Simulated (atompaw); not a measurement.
**Cutoff test, Zr, PAW (atompaw)**

Zr (Z = 40), PAW, made with atompaw 4.2.0.5 (PBE, scalar-relativistic). Core [Ar] 3d10, reference 4s2 4p6 4d2 5s1.5 5p0 (charge +0.5). Waves: 4s (bound); 5s (bound); 4p (bound); 5p (bound, empty); 4d (bound); 4d channel at 0.05 Ry. Local part: ultrasoft scheme with l = 3 at 0 Ry, radius 2.25 bohr. Core correction: smooth core density matched at 2.65 bohr. Augmentation charge: besselshape compensation charge, radius 2.45 bohr; PAW radius 2.65 bohr; waves and projectors: bloechl.

The pseudo-atom Hamiltonian at the reference potential is diagonalised in spherical Bessel functions j_l(qr) that vanish at 20 bohr, with q² up to the cutoff. All-electron valence levels (Ry): 4s -4.2399, 5s -0.5227, 4p -2.6202, 5p -0.2773, 4d -0.4896.

**Question.** How do the lowest levels (Ry) of each channel move with the cutoff, and are there ghosts?

**Answer.**

```
cutoff (Ry)     s #1     s #2     s #3     p #1     p #2     p #3     d #1     d #2    f #1    f #2  Σ f·Δε (mRy)
          8  -4.0850  -0.5066  -0.0984  -2.3091  -0.2390  -0.0354  -0.4109  -0.0443  0.0210  0.1181        2358.5
         10  -4.1699  -0.5155  -0.1001  -2.4456  -0.2528  -0.0390  -0.4505  -0.0473  0.0210  0.1180        1276.9
         12  -4.2107  -0.5197  -0.1009  -2.5298  -0.2629  -0.0415  -0.4723  -0.0488  0.0210  0.1179         640.3
         15  -4.2285  -0.5216  -0.1013  -2.5916  -0.2719  -0.0437  -0.4827  -0.0495  0.0210  0.1179         210.3
         18  -4.2374  -0.5225  -0.1015  -2.6082  -0.2749  -0.0444  -0.4881  -0.0498  0.0210  0.1179          80.3
         21  -4.2391  -0.5227  -0.1016  -2.6155  -0.2763  -0.0447  -0.4891  -0.0498  0.0210  0.1179          31.0
         25  -4.2396  -0.5227  -0.1016  -2.6191  -0.2771  -0.0449  -0.4895  -0.0498  0.0210  0.1179           7.3
         30  -4.2399  -0.5227  -0.1016  -2.6200  -0.2773  -0.0450  -0.4896  -0.0498  0.0210  0.1179           1.5
         35  -4.2399  -0.5227  -0.1016  -2.6202  -0.2773  -0.0450  -0.4896  -0.0499  0.0210  0.1179           0.3
         40  -4.2400  -0.5227  -0.1016  -2.6202  -0.2773  -0.0450  -0.4896  -0.0500  0.0210  0.1179           0.1
         45  -4.2400  -0.5227  -0.1016  -2.6202  -0.2773  -0.0450  -0.4896  -0.0501  0.0210  0.1179           0.0
        400  -4.2400  -0.5227  -0.1016  -2.6202  -0.2773  -0.0450  -0.4896  -0.0505  0.0210  0.1179           0.0
```

Result: no extra level below or beside the all-electron valence levels (s, p, d, f tested); 10 mRy is reached at 25 Ry and 1 mRy at 35 Ry.
